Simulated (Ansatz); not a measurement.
The lowest singlet and triplet of GeH2 (SMILES [GeH2]); geometries from B3LYP-D3(BJ)/def2-TZVP, each state relaxed from the structure named, with no frequency check.
Singlet at the triplet's geometry (charge 0, multiplicity 1):
```xyz
3

Ge    -0.00013     0.04577     0.00000
H     -1.33530    -0.73614     0.00000
H      1.33953    -0.72841     0.00000
```

A positive gap puts the triplet lower; no zero-point energy. R- takes a restricted singlet. The triplet is unrestricted in single-reference levels. Active spaces average the two states.

Frozen-core correlation. Filled d and f shells under p-block atoms count as core.

Run with Ansatz (Gaussian orbitals). Values without a source in brackets are computed.

R-PBE/def2-TZVPP gives -11.18 kcal/mol for the gap E(singlet) − E(triplet), vertical, at the triplet's geometry.

Task: Predict the shift from PBE, with its sign, for: R-r2SCAN/def2-TZVPP, R-PBE0/def2-TZVPP, R-wB97M-V/def2-TZVPP, R-B2PLYP/def2-TZVPP, R-MP2/cc-pVQZ, R-CCSD(T)/cc-pVQZ, SC-NEVPT2 on SA-CASSCF(6,6)/cc-pVQZ, FIC-MRCISD+Q on SA-CASSCF(6,6)/cc-pVQZ, FCI/cc-pVDZ.

Result: R-r2SCAN/def2-TZVPP 5.19; R-PBE0/def2-TZVPP 1.71; R-wB97M-V/def2-TZVPP -3.14; R-B2PLYP/def2-TZVPP -1.85; R-MP2/cc-pVQZ 2.02; R-CCSD(T)/cc-pVQZ -0.80; SC-NEVPT2 on SA-CASSCF(6,6)/cc-pVQZ -1.15; FIC-MRCISD+Q on SA-CASSCF(6,6)/cc-pVQZ -1.33; FCI/cc-pVDZ 0.65 kcal/mol. 4 of 9 lie above PBE; the widest gap is to R-r2SCAN/def2-TZVPP.

Doubts at one or more of the structures used: a restricted determinant that unrestricted orbitals would lower (R-PBE/def2-TZVPP, R-r2SCAN/def2-TZVPP, R-PBE0/def2-TZVPP, R-B2PLYP/def2-TZVPP, R-MP2/cc-pVQZ, R-CCSD(T)/cc-pVQZ).

Ansatz is an electronic-structure program.
